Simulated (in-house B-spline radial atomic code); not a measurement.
Atomic self-consistent-field run: Pm³⁺ (with a hole in an inner shell). Computed with an all-electron radial atomic-structure program (B-spline basis): Dirac-Kohn-Sham relativistic LDA, spherical fractional occupations, Fermi nucleus of rms radius 4.962 fm.

In the input, a minus or plus after the letter marks the j = l - 1/2 or j = l + 1/2 subshell.

Command:
```bash
python run_scf.py task.json out
```
Settings (nuclear radius in fm, mass in u):
```
Z                61
configuration    1s2 2s2 2p6 3s2 3p6 3d-4 3d+5 4s2 4p6 4d10 4f5 5s2 5p6
hamiltonian      dirac
method           lda_x_rel,vwn
spin_polarised   False
nucleus          fermi
rms_radius       4.962
atomic_mass      144.91276
speed_of_light   137.035999084
```

Output (hartree, bohr):
```
 radial grid: 73 intervals, B-splines of order 8, outer radius 39.1892 bohr

 iter        energy (Eh)    residual
    1       -9934.249541    8.14e-01
    2       -9942.977992    1.07e+00
    3       -9963.642155    1.77e-01
    4       -9964.319736    5.11e-02
    5       -9964.381412    2.27e-02
    6       -9964.389205    2.28e-03
    7       -9964.389305    1.57e-03
    8       -9964.389364    5.32e-05
    9       -9964.389364    3.48e-06
   10       -9964.389364    6.86e-08

 total energy                     -9964.38936
 kinetic                           10743.4109
 electron-nucleus                 -24280.5800
 Hartree                            3775.9081
 exchange-correlation               -203.1284

 first-order corrections (not in the total)
   Gaunt                             9.7255
   retardation                      -1.0206
   frequency dependence             -0.1195
   self-energy                       6.7583
   Uehling                          -1.0419
   Wichmann-Kroll                    0.0304
   recoil                            0.0247

 orbital      occ     eigenvalue          <r>       <r^2>       <1/r>     <1/r^3>     <1/r^2>       r_max    small
 1s1/2      2.000     -1645.4623    0.0232739 0.000737563     67.1356           -     10143.6     0.01485  5.09e-02
 2s1/2      2.000      -270.3932    0.0987483    0.011565     15.9408           -     1258.23     0.08426  1.12e-02
 2p1/2      2.000      -256.5655    0.0826394  0.00842675     15.9271           -     401.325     0.06387  1.12e-02
 2p3/2      4.000      -236.1915    0.0891176  0.00966732     14.2674     8352.43     277.377     0.06939  1.05e-02
 3s1/2      2.000       -60.6215     0.259656   0.0771511     5.82107           -     270.212      0.2388  3.53e-03
 3p1/2      2.000       -54.6795     0.248868   0.0719947     5.74284           -     86.6754      0.2254  3.48e-03
 3p3/2      4.000       -50.5193     0.261234   0.0791085     5.32324     1757.41     60.6573      0.2371  3.27e-03
 3d3/2      4.000       -40.1823      0.23199   0.0633489     5.20355     293.843     33.8937      0.1886  3.16e-03
 3d5/2      5.000       -39.2699     0.235845   0.0653339     5.09785     264.464      32.239      0.1919  3.10e-03
 4s1/2      2.000       -12.9657     0.587664    0.390063     2.44398           -      65.614      0.5483  1.13e-03
 4p1/2      2.000       -10.6673     0.600758    0.410923     2.34398           -     20.5073      0.5532  1.06e-03
 4p3/2      4.000        -9.7368     0.628931    0.450074     2.19968     393.485     14.4179      0.5782  9.84e-04
 4d3/2      4.000        -5.9276     0.667244    0.516672     1.99275     55.8888     7.23511       0.587  8.34e-04
 4d5/2      6.000        -5.7581     0.677154    0.531981      1.9568      49.664     6.87233      0.5951  8.14e-04
 4f5/2      2.143        -1.2885     0.877423    0.984237     1.47412     7.19337     2.83468      0.5944  4.94e-04
 4f7/2      2.857        -1.2655     0.886816     1.00644     1.45967     6.97102     2.77931       0.599  4.86e-04
 5s1/2      2.000        -2.5652      1.39632     2.18785    0.955756           -     11.8677       1.263  2.50e-04
 5p1/2      2.000        -1.9173      1.54662     2.69975    0.852969           -     3.32206       1.371  2.04e-04
 5p3/2      4.000        -1.7798      1.62522     2.97935    0.804203       57.76     2.35199        1.44  1.86e-04
```

Run time, properties included: 1.7 s on 1 thread of Arm Neoverse N1 (shared host).

For the Dirac Hamiltonian the kinetic term is c α·p + (β - 1)c².
